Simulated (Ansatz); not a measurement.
Consider the ligand exchange at the Si–C bond: `[AlH2][C@@H]1[SiH2][C@H]1[SiH3]` + `OC([SiH3])S` → `[SiH3]OC([SiH3])S` + `[AlH2][CH]1C[SiH2]1`.

Isolated molecules relaxed with PBE0-D4/def2-TZVP in Ansatz; ΔE leaves out vibrations. CCSD(T)/CBS adds triple-zeta CCSD(T) − MP2 to the extrapolated MP2 energy (def2 sets, frozen cores). Functionals use def2-TZVPP. B3LYP here is the variant with VWN-RPA as its local correlation; programs differ in this. One conformer a species, not always the lowest.

```tsv
level	ΔE (kJ/mol)	difference from CCSD(T)/CBS
PBE-D4	-79.7	6.0
r2SCAN-D4	-88.8	-3.1
PBE0-D4	-81.4	4.3
B3LYP-D4	-92.1	-6.4
ωB97M-V	-87.5	-1.8
PBE	-79.7	6.0
r2SCAN	-88.7	-3.0
B3LYP	-92.1	-6.4
HF/def2-TZVPP	-100.4	-14.7
MP2/def2-TZVPP	-87.6	-1.9
SCS-MP2/def2-TZVPP	-90.6	-4.9
CCSD/def2-TZVPP	-88.7	-3.0
CCSD(T)/def2-TZVPP	-87.4	-1.7
MP2/def2-QZVPP	-86.8	-1.1
HF/CBS(def2)	-100.8	-15.1
CCSD/CBS(def2)	-87.1	-1.4
CCSD(T)/CBS	-85.7	0
```

Largest T1 diagnostic among the species: 0.012.

In def2-TZVPP, CCSD(T) changes the Hartree–Fock value by +13.0 kJ/mol (the triples alone add +1.4 kJ/mol) and MP2 by +12.8 kJ/mol.
